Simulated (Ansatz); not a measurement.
Reaction (ligand exchange at the Si–C bond): `CCO[SiH2]C` + CH₃OH → `CCO[SiH2]OC` + CH₄

Program: Ansatz. Geometries: PBE0-D4/def2-TZVP. ΔE: electronic, gas phase. CCSD(T)/CBS is the MP2 limit (def2-TZVPP, def2-QZVPP) plus CCSD(T) − MP2 in def2-TZVPP, frozen cores. This one scheme is used for every species. One conformer a species, not always the lowest.

`CCO[SiH2]C`:

Cartesian coordinates in Å:
```
C 0.267 0.993 -2.133
C -0.784 0.932 -1.047
O -0.607 -0.191 -0.207
Si 0.320 -0.185 1.152
C 0.059 -1.809 2.010
H 0.251 0.079 -2.729
H 0.079 1.842 -2.795
H 1.267 1.107 -1.708
H -1.780 0.846 -1.490
H -0.774 1.858 -0.455
H 1.763 0.003 0.818
H -0.083 0.965 2.015
H -0.991 -1.941 2.280
H 0.355 -2.638 1.364
H 0.658 -1.858 2.923
```

CH₃OH:

Z-matrix (Å, degrees):
```
C
O 1 1.409
H 1 1.097 2 112.4
H 1 1.090 2 107.0 3 -118.5
H 1 1.097 2 112.4 3 123.0
H 2 0.959 1 108.5 3 -61.6
```

`CCO[SiH2]OC`:

```xyz
16

C    -1.274    0.380   -2.402
C    -1.098    0.283   -0.908
O     0.257    0.531   -0.575
Si    0.760    0.953    0.923
O     0.575   -0.232    2.037
C     1.289   -1.446    2.004
H    -0.630   -0.341   -2.910
H    -2.311    0.174   -2.677
H    -1.013    1.380   -2.755
H    -1.383   -0.715   -0.554
H    -1.749    1.007   -0.399
H    -0.053    2.078    1.445
H     2.196    1.281    0.754
H     0.897   -2.115    1.230
H     1.182   -1.935    2.974
H     2.356   -1.284    1.812
```

CH₄:

```xyz
5

C     0.000    0.000    0.000
H     0.901    0.551   -0.267
H     0.132   -0.459    0.979
H    -0.185   -0.775   -0.743
H    -0.848    0.684    0.031
```

| species | CCSD(T)/CBS(def2) energy (Eh) |
| --- | --- |
| `CCO[SiH2]C` | -484.47512 |
| CH₃OH | -115.61712 |
| `CCO[SiH2]OC` | -559.67433 |
| CH₄ | -40.46206 |

(1) Work out ΔE.

Largest T1 diagnostic among the species: 0.011.

Results:

(1) ΔE = (-559.67433) + (-40.46206) − (-484.47512) − (-115.61712) = -0.04415 Eh = -1.20 eV.

In def2-TZVPP, CCSD(T) changes the Hartree–Fock value by +0.10 eV (the triples alone add +0.01 eV) and MP2 by +0.08 eV.
